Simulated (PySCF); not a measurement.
C3H2F3O, SMILES [CH]=C(C(F)(F)F)O, multiplicity 2.

The structure is a stationary point at TPSSh-D3(BJ)/def2-SVP. The isomer is the one that the SMILES or the coordinates give; other isomers of the formula were not compared. Other conformers were not sampled.

Two levels are set side by side: PBE/def2-TZVP (PySCF) and M06-2X/def2-TZVP (PySCF). Same geometry, gas phase. Differences are taken from unrounded values.

```
quantity                      PBE
---------------------------  ----
α-spin orbital gap (eV)      5.18
β-spin orbital gap (eV)      2.07
dipole moment (D)            2.36
mean polarisability (bohr³)  43.3
```

**Question.** These are the PBE values. What does M06-2X give? (The exact figures need the calculation; the answer reports its results.)

**Answer.** 
```
quantity                     M06-2X  PBE minus M06-2X
---------------------------  ------  ----------------
α-spin orbital gap (eV)        9.90             -4.72
β-spin orbital gap (eV)        6.36             -4.29
dipole moment (D)              2.80             -0.44
mean polarisability (bohr³)    40.8               2.5
```

PBE's more diffuse valence density responds more strongly to a field. Differences between two approximate levels are no errors against the true value.

Rough cost on one machine, each run with all the roots and properties that it gave: M06-2X against PBE within a factor of 2.
